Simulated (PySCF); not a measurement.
A GIAO shielding run with PySCF (density fitting, non-relativistic, gas phase) on `CC[P@]1(=O)C=CCC1`, C6H11OP:

```
$ OMP_NUM_THREADS=1 python probes_run.py task.json out

{"job": {"kind": "nmr", "xc": "PBE0", "basis": "pcSseg-1"}, "charge": 0, "multiplicity": 1}
C      2.654723    -0.358035     0.059571
C      1.313699    -0.809025    -0.497862
P      0.189014     0.648991    -0.600000
O      0.722862     1.741915    -1.421263
C     -0.322958     1.033676     1.097209
C     -1.523267     0.538738     1.358816
C     -2.207944    -0.249622     0.281160
C     -1.488876     0.015349    -1.042699
H      3.026770     0.481287    -0.525120
H      3.386209    -1.163230     0.020979
H      2.547443    -0.033510     1.093220
H      1.430432    -1.184650    -1.517964
H      0.864936    -1.589153     0.117452
H      0.271652     1.617152     1.779359
H     -2.027745     0.651894     2.307634
H     -3.264869     0.021145     0.224991
H     -2.161285    -1.311089     0.542982
H     -1.973786     0.820433    -1.599643
H     -1.446812    -0.863016    -1.686283
```

Hardware: 1 thread of an Arm Neoverse V1, shared host. The job also computes population analyses, field gradients, ring-centre shieldings.

(1) How large is the calculation?

(2) How long does it take, and how much memory does it need?

## Answers

(1) 70 electrons, 198 basis functions and 1046 auxiliary functions.

(2) 43 s of wall time, with 15 SCF cycles and 5 response iterations; peak memory 0.89 GiB. Times on a shared host scatter by some tens of per cent.
